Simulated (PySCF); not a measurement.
C3H10B3O3 (SMILES CB1OB(C)[OH+]B(C)O1), charge +1, singlet, geometry from GFN2-xTB. Base run: B3LYP/STO-3G in PySCF.

Input for PySCF:
```python
from pyscf import gto, scf, dft

mol = gto.M(
    atom='''
C     1.550175    2.523767    0.431863
B     0.744414    1.206394    0.211466
O    -0.632979    1.197699    0.084709
B    -1.407641    0.152811   -0.107211
C    -2.965982    0.147971   -0.236534
O    -0.692564   -1.127495   -0.190464
B     0.769113   -1.194193   -0.069156
C     1.466271   -2.589119   -0.183227
O     1.353487   -0.030897    0.118337
H     1.625321    3.082864   -0.500519
H     2.562706    2.341066    0.776648
H     1.053997    3.190038    1.132867
H    -3.430491    0.350781    0.728127
H    -3.308962    0.948058   -0.888685
H    -3.381499   -0.785807   -0.605028
H    -1.194213   -1.942119   -0.328085
H     0.786909   -3.435163   -0.127374
H     2.222421   -2.714809    0.588516
H     2.008043   -2.670129   -1.125227
''',
    basis='sto-3g',
    charge=1,
    spin=0,
    verbose=4,
)

mf = dft.RKS(mol)
mf.xc = 'b3lyp'
mf.kernel()
```

Each row names what was changed in the base input (with any setting that the change needs).

```json
[
 {"change": "base", "ΔE vs base (µEh)": "0.0", "SCF cycles": "9", "outcome": "converged"},
 {"change": "conv_tol = 1e-7", "ΔE vs base (µEh)": "0.0", "SCF cycles": "8", "outcome": "converged"},
 {"change": "DIIS = EDIIS", "ΔE vs base (µEh)": "-", "SCF cycles": "50", "outcome": "not converged"},
 {"change": "init_guess = mod_huckel", "ΔE vs base (µEh)": "0.0", "SCF cycles": "10", "outcome": "converged"},
 {"change": "diis_space = 12", "ΔE vs base (µEh)": "0.0", "SCF cycles": "9", "outcome": "converged"},
 {"change": "level_shift = 0.5 (with mf.max_cycle = 100)", "ΔE vs base (µEh)": "0.0", "SCF cycles": "15", "outcome": "converged"},
 {"change": "diis = off (with mf.max_cycle = 100)", "ΔE vs base (µEh)": "-", "SCF cycles": "100", "outcome": "not converged"},
 {"change": "init_guess = sap", "ΔE vs base (µEh)": "0.0", "SCF cycles": "8", "outcome": "converged"},
 {"change": "conv_tol = 1e-4", "ΔE vs base (µEh)": "0.1", "SCF cycles": "6", "outcome": "converged"},
 {"change": "init_guess = atom", "ΔE vs base (µEh)": "0.0", "SCF cycles": "9", "outcome": "converged"},
 {"change": "init_guess = 1e", "ΔE vs base (µEh)": "0.0", "SCF cycles": "25", "outcome": "converged"},
 {"change": "diis = off; damp = 0.3 (with mf.diis_start_cycle = 200; with mf.max_cycle = 150)", "ΔE vs base (µEh)": "0.0", "SCF cycles": "33", "outcome": "converged"},
 {"change": "level_shift = 1.0 (with mf.max_cycle = 100)", "ΔE vs base (µEh)": "0.0", "SCF cycles": "28", "outcome": "converged"}
]
```
